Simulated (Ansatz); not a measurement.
HLiO, charge +1, doublet, geometry from GFN2-xTB (such geometries of metal compounds can be far from the true shape) (a state made from the parent by changing its charge; the spin is typed, not shown lowest). Base run: Ansatz (a first-principles code) with PBE0/def2-SVP.

Ansatz was given this input:
Ansatz 0.2 input:
```yaml
crystal:
  periodic: [false, false, false]
  atoms:
    - {symbol: Li, position_ang: [-0.00000000, -0.00000000, -1.42494255]}
    - {symbol: O, position_ang: [0.00000000, 0.00000000, 0.36662930]}
    - {symbol: H, position_ang: [0.00000000, 0.00000000, 1.34179325]}
basis:
  gaussian:
    orbitals: def2-SVP
hamiltonian:
  xc: pbe0
total_charge: 1
magnetization: {spin_polarized: true, initial_magnetization: 1}
```

Each row names what was changed in the base input (with any setting that the change needs).

```json
[
 {"change": "base", "basis functions": "28", "E (Eh)": "-82.89174"},
 {"change": "basis = pcseg-0", "basis functions": "17", "E (Eh)": "-82.73449"},
 {"change": "basis = 6-31G", "basis functions": "20", "E (Eh)": "-82.93771"},
 {"change": "basis = pc-1", "basis functions": "28", "E (Eh)": "-82.93572"},
 {"change": "basis = cc-pVDZ", "basis functions": "33", "E (Eh)": "-82.95963"},
 {"change": "basis = 6-31G**", "basis functions": "35", "E (Eh)": "-82.95257"},
 {"change": "basis = 6-31+G*", "basis functions": "40", "E (Eh)": "-82.94961"},
 {"change": "basis = 6-311G**", "basis functions": "42", "E (Eh)": "-82.97717"},
 {"change": "basis = aug-cc-pVDZ", "basis functions": "55", "E (Eh)": "-82.96559"},
 {"change": "basis = def2-TZVPP", "basis functions": "64", "E (Eh)": "-82.98791"},
 {"change": "basis = cc-pVTZ", "basis functions": "74", "E (Eh)": "-82.98378"},
 {"change": "basis = aug-cc-pVTZ", "basis functions": "115", "E (Eh)": "-82.98520"},
 {"change": "basis = cc-pVQZ", "basis functions": "140", "E (Eh)": "-82.99116"}
]
```

Totals compare only among sets that treat the same electrons; sets with core potentials leave the core out.
